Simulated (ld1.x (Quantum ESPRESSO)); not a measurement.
**Which setting gave this result? (boron, TM)**

Base potential:

ld1.x (Quantum ESPRESSO) 7.5 input, shortened:

```
&input
   title='B', zed=5., rel=1, dft='PW91', iswitch=3,
   config='[He] 2s2 2p1 3d-2'
 /
 &inputp
   pseudotype=2, tm=.true., lloc=0,
   nlcc=.true., new_core_ps=.true., rcore=0.65
 /
3
2P  2  1   1.00   0.00  2.95  2.95  0.0
3D  3  2  -2.00   0.50  2.25  2.25  0.0
2S  1  0   2.00   0.00  1.30  1.30  0.0
 &test
   configts(1)='2s2 2p1'
 /
```

Cutoffs, loose and tight: the cutoffs (Ry, on a coarse ladder) from which the occupation-weighted sum of valence levels, in a spherical-Bessel basis at the reference potential, stays within 10 and 1 mRy of its value at 400 Ry. They do not see the model core or the augmentation charge, which bear on the density cutoff. Test errors are all-electron minus pseudo excitation energies from the reference, over the configurations 2s2 2p0; 2s1 2p0; 2s2 2p0.5; 2s1 2p1; 2s0 2p3; 2s2 2p1.3; 2s1 2p2; variants that change the core or the reference have their own tests.

Only the scale of all radii but the core radius (base = 1) is moved:

```
scale of all radii but the core radius (base = 1)  cutoff, loose  cutoff, tight  bound ghosts  largest test error (meV)  median size of the test errors
                                             0.78          50 Ry         120 Ry          none                      +112                        13.6 meV
                                             0.87          21 Ry          55 Ry          none                      +154                        23.1 meV
                                             1.15          18 Ry          50 Ry          none                      +379                        70.1 meV
                                             1.23          18 Ry          45 Ry          none                      +481                        89.8 meV
                                             1.35          15 Ry          40 Ry          none                      +653                       121.5 meV
```

One more run gave cutoff, loose: 21 Ry; cutoff, tight: 55 Ry; bound ghosts: none; largest test error (meV): +232; median size of the test errors: 39.6 meV. Which value of the scale of all radii but the core radius (base = 1) was used?

0.99. The median size of the test errors moves one way along this sweep, from 13.6 meV at 0.78 to 121.5 meV at 1.35, which places the run between 0.87 and 1.15.
